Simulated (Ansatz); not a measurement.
C₂H₅Ga⁺, that is GaH2(vinyl) with one electron fewer. Charge 1, multiplicity 2. Geometry B3LYP-D4/def2-TZVP; atoms count from 1.

```xyz
8

Ga    1.572    0.285    0.383
H     2.229   -0.699    1.366
H     1.625    1.625   -0.379
C    -0.297   -0.655   -0.255
C    -1.333    0.159   -0.310
H    -0.213   -1.738   -0.207
H    -1.298    1.156   -0.745
H    -2.284   -0.133    0.147
```

(1) Estimate the Mulliken populations from the PBE0/def2-TZVP orbitals of Ansatz.

(2) Where does the spin sit?

(3) And the Mayer bond orders between bonded heavy atoms (over 0.3)?

Results:

(1) 
```
atom  charge (e)  spin (α − β)
 Ga1        0.49          0.08
  H2        0.06          0.01
  H3        0.06          0.04
  C4       -0.16          0.67
  C5       -0.15          0.08
  H6        0.25          0.03
  H7        0.23          0.03
  H8        0.23          0.06
```
Mulliken values and Mayer orders depend strongly on the basis.

(2) Summed by element: Ga 0.08, H 0.16, C 0.76, of 1 unpaired in all. Largest on single atoms: C4 0.67, C5 0.08, Ga1 0.08.

(3) Ga1–C4 0.52 (2.19 Å); C4–C5 1.87 (1.32 Å).
